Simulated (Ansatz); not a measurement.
C₄H₆, triplet, at a GFN2-xTB geometry; Ansatz (a program for electronic structure) with BLYP/def2-SV(P).

Input for Ansatz:
Ansatz 0.2 input:
```yaml
crystal:
  periodic: [false, false, false]
  atoms:
    - {symbol: C, position_ang: [-0.58991066, 1.27101035, -0.04360530]}
    - {symbol: C, position_ang: [0.00000000, 0.00000000, 0.00000000]}
    - {symbol: C, position_ang: [1.39621287, -0.12558987, -0.01342081]}
    - {symbol: C, position_ang: [-0.80630221, -1.14542048, 0.05702611]}
    - {symbol: H, position_ang: [-1.65764415, 1.38590246, -0.03410452]}
    - {symbol: H, position_ang: [0.01229550, 2.15913465, -0.08751715]}
    - {symbol: H, position_ang: [1.86508911, -1.09120935, 0.01943288]}
    - {symbol: H, position_ang: [2.02915647, 0.74092051, -0.05686552]}
    - {symbol: H, position_ang: [-1.87738461, -1.06792530, 0.06808427]}
    - {symbol: H, position_ang: [-0.37151232, -2.12682297, 0.09097004]}
basis:
  gaussian:
    orbitals: def2-SV_P_.json
hamiltonian:
  xc: blyp
magnetization: {spin_polarized: true, initial_magnetization: 2}
```
The basis file holds def2-SV(P) in the JSON format of the Basis Set Exchange.

The log (banner, timings and long lists left out):

```
Functional definition: BLYP
932 factors; their error is unknown
mean field evaluation 1: about -4227.6618 eV, gradient 4.0e1 eV
mean field evaluation 2: about -4220.4615 eV, gradient 5.4e1 eV
mean field evaluation 4: about -4236.9225 eV, gradient 3.2e0 eV
mean field evaluation 8: about -4236.9654 eV, gradient 5.2e-2 eV
mean field evaluation 16: about -4236.9216 eV, gradient 1.5e-5 eV
mean field -4236.92156605 eV, -155.7039956638 hartree, gradient 1.5e-5 eV, S^2 2.017641; 0 other end points of the search recorded, 0 dependent functions left out
reference -4236.92183895 eV, -155.7040056928 hartree; 16, 14 occupied and 52, 54 virtual orbitals, 932 factors
Total energy: -4236.92183895 eV, -155.7040056928 hartree
```
